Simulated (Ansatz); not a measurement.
`[OH][GeH2][OH]` + `C[SiH](O)O` → `C[SiH](O)[O][GeH2][OH]` + H₂O  (ligand exchange at a Ge–O bond)

Calculated with Ansatz (gas phase, PBE0-D4/def2-TZVP geometries, no zero-point term in ΔE). CCSD(T)/CBS adds triple-zeta CCSD(T) − MP2 to the extrapolated MP2 energy (def2 sets, frozen cores). This one scheme is used for every species. DFT in def2-TZVPP. B3LYP here is the variant with VWN-RPA as its local correlation; programs differ in this. For Ge outer-core shells are correlated without core-valence functions, which leaves a few kJ/mol of doubt a bond. Scalar relativity is left out up to krypton. Each species was taken in one conformer, which may not be the lowest.

CCSD(T)/CBS gives -27.5 kJ/mol.

Problem. Another level gave -26.6 kJ/mol. Which?
A. B3LYP/def2-TZVPP
B. HF/def2-TZVPP
C. PBE-D4/def2-TZVPP
D. MP2/def2-TZVPP

Solution. D. MP2/def2-TZVPP -26.6, B3LYP -13.1, HF/def2-TZVPP -17.4, PBE-D4 -21.6 kJ/mol.

Largest T1 diagnostic among the species: 0.012.

The D4 term adds −13.1 kJ/mol with B3LYP and −7.6 kJ/mol with PBE0; it sums over pairs of atoms, weighted by their polarisabilities, and B3LYP, whose exchange is more repulsive, gets the larger term. In def2-TZVPP, CCSD(T) changes the Hartree–Fock value by −9.6 kJ/mol (the triples alone add −1.6 kJ/mol) and MP2 by −9.2 kJ/mol. From PBE to PBE0 (25 % exact exchange), in def2-TZVPP and without D4, ΔE moves by −3.7 kJ/mol.
